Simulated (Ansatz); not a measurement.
A nudged elastic band was laid between two geometries of BClF2 + BrH (6 atoms, charge 0, multiplicity 1).

Computed with RKS revPBE-D4/def2-SVP in Ansatz 0.2.0.

* movable images: 5
* climbing image: yes
* spring: 5.0 eV/Å²
* optimiser: quadratic models (default)
* start path: through a guess of the saddle point
* force threshold: 0.05 eV/Å
* iteration limit: 60
* end points: relaxed

Initial state:

```xyz
6
Properties=species:S:1:pos:R:3
B -0.012 0.339 0.056
Cl -0.035 0.746 1.779
F 1.143 0.244 -0.588
F -1.150 0.189 -0.606
Br 0.086 -2.966 0.880
H 0.124 -2.065 1.998
```

Final state:

```xyz
6
Properties=species:S:1:pos:R:3
B 0.016 -0.532 -0.436
Cl 0.012 0.267 2.620
F 1.145 0.131 -0.641
F -1.151 0.065 -0.630
Br 0.073 -2.414 0.008
H 0.059 -1.031 2.596
```

Problem. Which bonds break or form, and what moves?

Solution. Bonds broken: B1–Cl2, Br5–H6. Bonds formed: B1–Br5, Cl2–H6. BClF2 + BrH becomes BBrF2 + ClH.

Problem. Give the energies along the band, and the barrier.

Solution. The run converged. The highest image is number 3 of 0 to 6, 0.70 eV above the first end and 0.55 eV above the last; the last end lies 0.15 eV above the first. A vibrational analysis at the climbing image gives one clearly imaginary mode, 533i cm⁻¹: a first-order saddle point. The orbitals stay closed-shell, which can raise the energy where a bond breaks towards radicals; this wasn't checked here.

| image | path coordinate (Å) | energy (eV) | B1–Cl2 (Å) | Br5–H6 (Å) | B1–Br5 (Å) |
| --- | --- | --- | --- | --- | --- |
| 0 | 0.00 | 0.00 | 1.77 | 1.44 | 3.41 |
| 1 | 0.47 | 0.05 | 1.78 | 1.44 | 3.08 |
| 2 | 0.94 | 0.35 | 1.85 | 1.49 | 2.59 |
| 3 | 1.41 | 0.70 | 2.04 | 1.72 | 2.20 |
| 4 | 1.86 | 0.43 | 2.43 | 2.12 | 2.02 |
| 5 | 2.31 | 0.19 | 2.89 | 2.50 | 1.95 |
| 6 | 2.76 | 0.15 | 3.16 | 2.93 | 1.93 |

Problem. What is the geometry of the highest image?

Solution. 
```xyz
6
Properties=species:S:1:pos:R:3
B 0.015 -0.257 0.066
Cl 0.004 0.266 2.034
F 1.165 0.122 -0.499
F -1.159 0.052 -0.494
Br 0.081 -2.406 0.551
H 0.050 -1.291 1.860
```

Problem. What are the harmonic wavenumbers there?

Solution. 533i, 195, 238, 263, 279, 335, 529, 532, 935, 1029, 1204, 1388 cm⁻¹.

Run time: 2.2 min on 2 threads of Arm Neoverse V1, with other jobs on the host, peak memory 0.14 GiB.
